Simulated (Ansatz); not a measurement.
Input file for `CN(C)[CH2][AlH2]`:

```yaml
crystal:
  periodic: [false, false, false]
  atoms:
    - {symbol: C, position_ang: [-0.898305, -1.133457, 0.040149]}
    - {symbol: N, position_ang: [0.367243, -0.466195, -0.134366]}
    - {symbol: C, position_ang: [1.377387, -1.045691, 0.720181]}
    - {symbol: C, position_ang: [0.248260, 0.966968, 0.059206]}
    - {symbol: Al, position_ang: [-0.888024, 1.906358, -1.242864]}
    - {symbol: H, position_ang: [-1.312968, -1.005027, 1.058552]}
    - {symbol: H, position_ang: [-0.787966, -2.204627, -0.144041]}
    - {symbol: H, position_ang: [-1.630218, -0.748862, -0.676671]}
    - {symbol: H, position_ang: [1.144700, -0.923192, 1.794664]}
    - {symbol: H, position_ang: [2.342082, -0.570850, 0.529247]}
    - {symbol: H, position_ang: [1.476808, -2.114304, 0.513128]}
    - {symbol: H, position_ang: [-0.052327, 1.226439, 1.097816]}
    - {symbol: H, position_ang: [1.244195, 1.421450, -0.054718]}
    - {symbol: H, position_ang: [-1.585636, 1.162467, -2.460924]}
    - {symbol: H, position_ang: [-1.067129, 3.477623, -1.069957]}
basis:
  gaussian: {orbitals: def2-TZVPP}
correlation: {method: ccsd_t}
output: {orbitals: {seedname: orbitals}}
```

```sh
$ ansatz run in.yaml --threads 4 --pin off --events-out ev --progress --plain
```

Output of Ansatz, abridged:

```
Functional definition: HF
1775 factors; integrals over basis functions are off by at most 1.7e-3 eV
mean field evaluation 1: about -11310.8108 eV, gradient 3.7e1 eV
mean field evaluation 2: about -11311.0676 eV, gradient 3.7e1 eV
mean field evaluation 4: about -11314.9853 eV, gradient 5.3e0 eV
mean field evaluation 8: about -11315.0691 eV, gradient 2.5e-1 eV
mean field evaluation 16: about -11315.0694 eV, gradient 1.4e-6 eV
mean field -11315.06940759 eV, -415.8211310995 hartree, gradient 1.4e-6 eV, S^2 0.000000; 0 other end points of the search recorded, 0 dependent functions left out
9 core orbitals not correlated: weight in the atoms' cores, before any rotation towards them, 1.000 or more for the frozen orbitals, at most 0.000 for the correlated occupied ones
reference -11315.06940759 eV, -415.8211310995 hartree; 15, 15 occupied and 282, 282 virtual orbitals, 1775 factors
second order -22.52595355 eV of doubles, -0.00000000 eV of singles
cycle   1  -23.33837970 eV  change   -8.1e-1 eV  update   9.9e-2
cycle   2  -23.95599221 eV  change   -6.2e-1 eV  update   2.9e-2
cycle   3  -24.05491605 eV  change   -9.9e-2 eV  update   1.3e-2
cycle   4  -24.04906782 eV  change    5.8e-3 eV  update   3.1e-3
cycle   5  -24.04890165 eV  change    1.7e-4 eV  update   1.5e-3
cycle   6  -24.04912962 eV  change   -2.3e-4 eV  update   4.4e-4
cycle   7  -24.04891858 eV  change    2.1e-4 eV  update   1.9e-4
cycle   8  -24.04889033 eV  change    2.8e-5 eV  update   8.1e-5
cycle   9  -24.04891171 eV  change   -2.1e-5 eV  update   3.4e-5
perturbative correction -0.92496278 eV, -0.0339917554 hartree
Total energy: -11340.04328208 eV, -416.7389040591 hartree
```

Run time 21 min (4 threads of a server CPU on a shared host); peak host memory 4 GiB.

MP2 recovers 90.2 % of the CCSD(T) correlation energy and the triples give 3.7 %; T1 = 0.0100.
